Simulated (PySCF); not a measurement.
Species: C4H9BS.
SMILES with atom numbers: `[CH2:1]=[CH:2][CH2:3][BH:4][S:5][CH3:6]` (hydrogens: H7, H8 on C1; H9 on C2; H10, H11 on C3; H12 on B4; H13, H14, H15 on C6)

A GFN2-xTB structure was refined with PBE0-D3(BJ)/def2-SVP geometry optimisation, gas phase (PySCF). Its GFN2-xTB values:

| coordinate | GFN2-xTB |
| --- | --- |
| C1=C2 | 1.349 Å |
| C1–H7 | 1.067 Å |
| C1–H8 | 1.061 Å |
| C2–C3 | 1.509 Å |
| C2–H9 | 1.068 Å |
| C3–B4 | 1.554 Å |
| C3–H10 | 1.089 Å |
| C3–H11 | 1.111 Å |
| B4–S5 | 1.794 Å |
| B4–H12 | 1.151 Å |
| S5–C6 | 1.843 Å |
| C6–H13 | 1.069 Å |
| C1–C2–C3 | 125.6° |
| C2–C3–B4 | 112.1° |
| C3–B4–S5 | 121.5° |
| B4–S5–C6 | 104.7° |
| C1–C2–C3–B4 | -112° |
| C2–C3–B4–S5 | -177° |
| C3–B4–S5–C6 | 1° |

Problem. How do these coordinates change at the PBE0-D3(BJ)/def2-SVP level?

Solution. 
| coordinate | PBE0-D3(BJ)/def2-SVP (Å or °) | change |
| --- | --- | --- |
| B4–H12 | 1.210 | +0.059 |
| C1–H8 | 1.095 | +0.034 |
| C6–H13 | 1.098 | +0.029 |
| C2–H9 | 1.097 | +0.029 |
| C1–H7 | 1.093 | +0.026 |
| S5–C6 | 1.817 | -0.026 |
| B4–S5 | 1.770 | -0.024 |
| C3–H10 | 1.110 | +0.021 |
| C3–B4 | 1.574 | +0.020 |
| C1=C2 | 1.334 | -0.015 |
| C2–C3 | 1.498 | -0.011 |
| C3–H11 | 1.101 | -0.010 |
| C3–B4–S5 | 126.9 | +5.4 |
| B4–S5–C6 | 106.4 | +1.7 |
| C2–C3–B4 | 111.5 | -0.6 |
| C1–C2–C3 | 125.4 | -0.2 |
| C2–C3–B4–S5 | 135 | -48 |
| C1–C2–C3–B4 | -117 | -5 |
| C3–B4–S5–C6 | -1 | -2 |

The energy falls by 0.211 eV over 18 energy and gradient evaluations, the largest force component goes from 0.0335 to 1.6e-04 Eh/bohr, and the atoms move by 0.718 Å rms after alignment. The bond that changes most is B4–H12 (three-coordinate boron to B–H hydrogen), which lengthens by 0.059 Å. Bonds longer at the end by more than 0.005 Å: 8 of 14; shorter: 5. Among the dihedrals that turn most is H11–C3–B4–H12, from -117° to -173°. Rotational constants go from 7710, 1167, 1067 to 5998, 1286, 1164 MHz.

The run used 133 basis functions and 122 SCF cycles in all. On Arm Neoverse V1, one thread, shared host with 32 logical CPUs at a one-minute load of 46, this took 2.4 min wall and 0.50 GiB of memory at its peak.

PBE0-D3(BJ)/def2-SVP frequencies: not computed here. The numbers are those of one conformer.
